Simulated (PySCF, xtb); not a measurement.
Ge(H)2(PH2)2 (GeH₆P₂), SMILES [PH2][GeH2][PH2]. One conformer was computed; it need not be the lowest.

Harmonic wavenumbers (cm⁻¹) from GFN2-xTB (xtb 6.7.1) at its own minimum, in rising order: 76, 96, 100, 281, 333, 366, 525, 553, 713, 717, 753, 762, 860, 1123, 1127, 1838, 1910, 2245, 2257, 2311, 2320.

**Question.** What does PBE-D3(BJ)/def2-SVP run with PySCF give at its own minimum? (Estimate from the structure and the level; the computed values follow.)

**Answer.** 107, 108, 133, 320, 324, 359, 531, 555, 664, 717, 740, 766, 822, 1046, 1050, 2060, 2073, 2309, 2311, 2327, 2329. Paired by order, the mean absolute difference is 44 cm⁻¹ and the zero-point energies are 30.4 and 31.0 kcal/mol.
